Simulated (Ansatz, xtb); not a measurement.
# Two isomers of C5H7NO

Structure I is `Cc1cc(O)c[nH]1`, a singlet and structure II is `Cc1c[nH]cc1O`, a singlet. Both are isolated molecules in the gas phase, relaxed with r2SCAN-D4/def2-SVP; the shapes shown needn't be the lowest conformers.

I (Å):

| atom | x (Å) | y (Å) | z (Å) |
| --- | --- | --- | --- |
| C | 0.1646 | 1.7847 | -1.1626 |
| C | 0.5759 | 0.5182 | -0.4939 |
| C | -0.0940 | -0.2741 | 0.4301 |
| C | 0.7567 | -1.3710 | 0.7426 |
| C | 1.9251 | -1.2312 | 0.0081 |
| N | 1.7879 | -0.0716 | -0.7367 |
| O | 0.4165 | -2.3519 | 1.6203 |
| H | 0.8441 | 2.6220 | -0.9240 |
| H | -0.8426 | 2.0723 | -0.8321 |
| H | 0.1378 | 1.6855 | -2.2621 |
| H | -1.0856 | -0.0921 | 0.8407 |
| H | 1.1449 | -2.9833 | 1.6684 |
| H | 2.8213 | -1.8464 | -0.0456 |
| H | 2.4875 | 0.2895 | -1.3715 |

II (Å):

```xyz
14

C     0.5256    1.7999   -0.7559
C     0.5633    0.4031   -0.2294
C    -0.3446   -0.2327    0.6060
C     1.2721   -1.7366    0.1571
C     1.5809   -0.5577   -0.5064
N     0.0883   -1.5113    0.8315
O     2.6453   -0.2711   -1.3052
H     0.5052    1.8159   -1.8587
H    -0.3625    2.3385   -0.3935
H     1.4177    2.3718   -0.4493
H    -1.2653    0.1411    1.0518
H    -0.3853   -2.1935    1.4067
H     1.7872   -2.6944    0.2027
H     3.2092   -1.0522   -1.3613
```

Which of the two would you expect CCSD(T)/def2-SVP + ΔMP2/def2-TZVPP electronic energies to favour?

CCSD(T)/def2-SVP + ΔMP2/def2-TZVPP gives E(II) − E(I) = +0.031 eV, slightly favouring structure I, which is too small a margin to settle the true order.

Level by level:

| level | geometry | E(II) − E(I) (eV) | departure from the last row (eV) | job, with rough time for the two |
| --- | --- | --- | --- | --- |
| GFN2-xTB | GFN2-xTB | +0.060 | +0.029 | optimisation, 0.34 s |
| HF/STO-3G | GFN2-xTB | +0.080 | +0.049 | single point, 1.7 s |
| r2SCAN-D4/def2-SVP//GFN2-xTB | GFN2-xTB | +0.039 | +0.008 | single point, 10 s |
| r2SCAN-D4/def2-SVP | r2SCAN-D4/def2-SVP | +0.038 | +0.006 | optimisation, 76 s |
| HF/def2-SVP | r2SCAN-D4/def2-SVP | +0.058 | +0.027 | part of the CCSD(T) run |
| MP2/def2-SVP | r2SCAN-D4/def2-SVP | +0.013 | −0.018 | part of the CCSD(T) run |
| CCSD(T)/def2-SVP | r2SCAN-D4/def2-SVP | +0.022 | −0.010 | single point |
| CCSD(T)/def2-SVP + ΔMP2/def2-TZVPP | r2SCAN-D4/def2-SVP | +0.031 |  | single point, 3.2 min |

As drawn, both hold the same kinds of bond in the same numbers.

The largest departure from CCSD(T)/def2-SVP + ΔMP2/def2-TZVPP is that of HF/STO-3G, 0.049 eV. The last row adds to CCSD(T) the change of the MP2 difference between the two basis sets, here +0.010 eV.

With thermal terms from frequencies at re-optimised GFN2-xTB minima (ideal gas, soft modes damped towards free rotors, one conformer each, 298.15 K, 1 atm): on the last row, ΔE + ΔZPE = +0.029, ΔH = +0.031, ΔG = +0.027 eV.

The correlated steps freeze 7 core orbitals. Run with Ansatz 0.2.0, xtb 6.7.1; the last row on 2 threads of Intel(R) Xeon(R) Processor @ 2.50GHz (Skylake/Cascade Lake) on a shared host.
